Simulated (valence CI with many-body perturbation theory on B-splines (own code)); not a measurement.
# Rh XIII: calculated level list

Computed by configuration interaction combined with many-body perturbation theory (CI+MBPT): five valence electrons over a frozen Dirac-Fock core [Ar] 3d10, radial functions for each j: 9 s, 9 p, 8 d, 6 f, 3 g, 1 h, with the one-electron correlation potential Σ1, the two-electron term Σ2, the three-electron term Σ3, Breit, model QED; selected CI, second order for the rest, scaled by the run's own slope (own B-spline code, finite nucleus).

No measured levels were compared; by estimate levels hold to about 250 cm⁻¹ or 0.2 % of their energy and the worst to 1 %, as in measured heavy ions of charge 2 to 7; those with d or f electrons hold less well. Among the levels kept, up to 1300 cm⁻¹ of a level comes from second order outside the variational space, and about a tenth of that is noise between levels of different J, which matters for small intervals.

Levels 1 to 32 of 32, with energies above the lowest level, 4s2 4p3 4S°_3/2. "Leading %" is the weight of the configuration and term that name the level; weights of strongly mixed levels are sums over their largest components and can fall short, so below about 35 % the name and the second component can differ from the true leading terms, or belong to a minority configuration. Lifetimes count E1, E2, E3, M1 and M2 decay at the calculated energies, and are blank where another channel may lead or the interval is too uncertain; long ones can be off by a factor of two.

```
No.  Configuration  Term    J  E (cm⁻¹)  Leading %      g    Second component  Lifetime
  1        4s2 4p3   4S°  3/2         0         70  1.764    20 % 4s2 4p3 2P°          
  2        4s2 4p3   2D°  3/2     35900         65  1.121    21 % 4s2 4p3 4S°   1.42 ms
  3        4s2 4p3   2D°  5/2     49181         97  1.200                       7.86 ms
  4        4s2 4p3   2P°  1/2     72467         97  0.665                        658 μs
  5        4s2 4p3   2P°  3/2    100770         66  1.248    24 % 4s2 4p3 2D°    262 μs
  6         4s 4p4    4P  5/2    284020         86  1.572       6 % 4s 4p4 2D    292 ps
  7         4s 4p4    4P  3/2    308310         85  1.675   6 % 4s2 4p2 4d 4P    204 ps
  8         4s 4p4    4P  1/2    313820         81  2.590      11 % 4s 4p4 2S    186 ps
  9         4s 4p4    2D  3/2    350020         71  0.910   9 % 4s2 4p2 4d 2D   98.4 ps
 10         4s 4p4    2D  5/2    359540         79  1.228  10 % 4s2 4p2 4d 2D    136 ps
 11         4s 4p4    2S  1/2    395450         48  1.546      29 % 4s 4p4 2P   41.7 ps
 12         4s 4p4    2P  3/2    402240         60  1.276  25 % 4s2 4p2 4d 2P   37.0 ps
 13     4s2 4p2 4d    4F  3/2    438890         75  0.548  10 % 4s2 4p2 4d 2D    198 ps
 14         4s 4p4    2P  1/2    439400         38  1.163      29 % 4s 4p4 2S   47.9 ps
 15     4s2 4p2 4d    4F  5/2    449610         62  1.122  23 % 4s2 4p2 4d 4D    240 ps
 16     4s2 4p2 4d    2F  5/2    464880         66  0.951  20 % 4s2 4p2 4d 4F    828 ps
 17     4s2 4p2 4d    4F  7/2    467870         80  1.253  14 % 4s2 4p2 4d 4D   4.09 ns
 18     4s2 4p2 4d    4D  1/2    471850         89  0.074       6 % 4s 4p4 2P    118 ps
 19     4s2 4p2 4d    4D  3/2    473610         71  1.091  15 % 4s2 4p2 4d 4F   80.0 ps
 20     4s2 4p2 4d    2F  7/2    474490         50  1.237  37 % 4s2 4p2 4d 4D   4.32 ns
 21     4s2 4p2 4d    4F  9/2    481610         78  1.287  20 % 4s2 4p2 4d 2G          
 22     4s2 4p2 4d    4D  5/2    487060         52  1.198  26 % 4s2 4p2 4d 2F    105 ps
 23     4s2 4p2 4d    2P  3/2    502930         58  1.266      19 % 4s 4p4 2P   12.0 ps
 24     4s2 4p2 4d    2G  7/2    509160         35  1.160  33 % 4s2 4p2 4d 4D    321 ps
 25     4s2 4p2 4d    2G  7/2    521760         49  1.053  35 % 4s2 4p2 4d 2F    290 ps
 26     4s2 4p2 4d    4P  5/2    524440         71  1.518  10 % 4s2 4p2 4d 2D   6.12 ps
 27     4s2 4p2 4d    2P  1/2    528720         42  1.558  32 % 4s2 4p2 4d 4P   8.16 ps
 28     4s2 4p2 4d    4P  3/2    529040         52  1.431  18 % 4s2 4p2 4d 2P   7.20 ps
 29     4s2 4p2 4d    2G  9/2    530930         77  1.157  20 % 4s2 4p2 4d 4F    615 μs
 30     4s2 4p2 4d    2D  3/2    540090         66  1.021  20 % 4s2 4p2 4d 4P   18.0 ps
 31     4s2 4p2 4d    4P  1/2    541230         44  1.603  32 % 4s2 4p2 4d 2P   6.73 ps
 32     4s2 4p2 4d    2D  5/2    555460         77  1.192       6 % 4s 4p4 2D   6.91 ps
```

Names give the largest LS component (configuration and term), which can be under half, so a name can repeat, a term be missing and a line seem to break the LS rules; names also repeat where a configuration has a term twice.

The ionisation energy to 4s2 4p2 3P_0 of the next ion comes out as 278.37 eV (NIST: 277 ± 3 eV (theoretical)). All 32 levels together are meant to be complete up to 562820 cm⁻¹.
